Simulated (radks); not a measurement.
Results of a calculation; reference values are marked as such.
Au II, 78 electrons, occupied as [Xe] 4f14 5d9 7d1 (not the ground configuration).

Level of theory: Dirac Kohn-Sham, LDA (Slater exchange, Perdew-Wang correlation), spin-unpolarised, spherical densities, point nucleus; open shells fill j = l - 1/2 first (a radial shooting solver on a logarithmic mesh with Libxc functionals).

Energy parts (eV):
| part | energy |
|---|---|
| total | -518010.57 |
| kinetic | 595195.69 |
| electron-nucleus | -1303841.07 |
| Hartree | 200273.75 |
| exchange-correlation | -9638.95 |

Orbitals (lengths in bohr, moments of r in powers of bohr; r(max) is where P^2 peaks):
orbital  occ.  eigenvalue (eV)   r(max)
1s1/2       2        -80610.48  0.01042
2s1/2       2        -14228.11  0.06041
2p1/2       2        -13647.16  0.04447
2p3/2       4        -11813.21  0.05185
3s1/2       2        -3371.725   0.1700
3p1/2       2        -3110.283   0.1586
3p3/2       4        -2705.673   0.1737
3d3/2       4        -2270.707   0.1351
3d5/2       6        -2183.692   0.1393
4s1/2       2        -745.7086   0.3833
4p1/2       2        -634.2902   0.3814
4p3/2       4        -537.0078   0.4125
4d3/2       4        -354.5117   0.4052
4d5/2       6        -336.3967   0.4148
4f5/2       6        -102.0819   0.3726
4f7/2       8         -98.2659   0.3773
5s1/2       2        -127.0420   0.8478
5p1/2       2         -90.7222   0.8954
5p3/2       4         -73.9525   0.9759
5d3/2       4         -25.6007    1.181
5d5/2       5         -23.8884    1.220
7d3/2       1          -2.6143    11.26
7d5/2       0          -2.5736    11.41

The highest occupied level is 7d3/2 at -2.614 eV. Summed over all electrons, <r^2> = 179.7 bohr^2, which gives a Langevin (diamagnetic) susceptibility term of -142 x 10^-6 cm^3/mol.
